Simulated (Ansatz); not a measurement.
One change: `CCCI` becomes `CCC[SiH2]O`.

Ansatz, PBE0-D4/def2-TZVP geometries, multiplicity 1. Each molecule was computed in one conformer, which needn't be the lowest.

Elements past krypton have def2 core potentials.

```json
{"property": "HOMO–LUMO gap (ωB97M-V/def2-TZVPP) / eV", "`CCCI`": "10.62"}
{"property": "HOMO energy (B3LYP/def2-TZVPP) / eV", "`CCCI`": "-6.92"}
{"property": "size of the dipole moment (PBE/def2-TZVPP) / D", "`CCCI`": "2.03"}
{"property": "LUMO energy (B3LYP/def2-TZVPP) / eV", "`CCCI`": "-0.89"}
{"property": "size of the dipole moment (ωB97M-V/def2-TZVPP) / D", "`CCCI`": "2.03"}
{"property": "HOMO energy (PBE0/def2-TZVPP) / eV", "`CCCI`": "-7.16"}
```

Q: Give the same properties after the change, and the shifts. (Best estimate.)

A: The calculation gave: 
| property | `CCC[SiH2]O` | shift |
| --- | --- | --- |
| HOMO–LUMO gap (ωB97M-V/def2-TZVPP) / eV | 12.01 | 1.39 |
| HOMO energy (B3LYP/def2-TZVPP) / eV | -7.79 | -0.87 |
| size of the dipole moment (PBE/def2-TZVPP) / D | 1.68 | -0.35 |
| LUMO energy (B3LYP/def2-TZVPP) / eV | -0.07 | 0.82 |
| size of the dipole moment (ωB97M-V/def2-TZVPP) / D | 1.71 | -0.32 |
| HOMO energy (PBE0/def2-TZVPP) / eV | -7.98 | -0.82 |

With PBE0 the HOMO falls by 0.82 eV and the LUMO rises by 0.87 eV, so the gap widens by about 1.69 eV. PBE moves the HOMO by -0.61 eV and ωB97M-V by -0.91 eV. Dipoles are sizes alone; their direction can turn.

B3LYP here is the variant with VWN-RPA as its local correlation; programs differ in this.

Spin–orbit coupling is left out; it splits and shifts lone-pair levels of the heavy atoms by tenths of an eV.
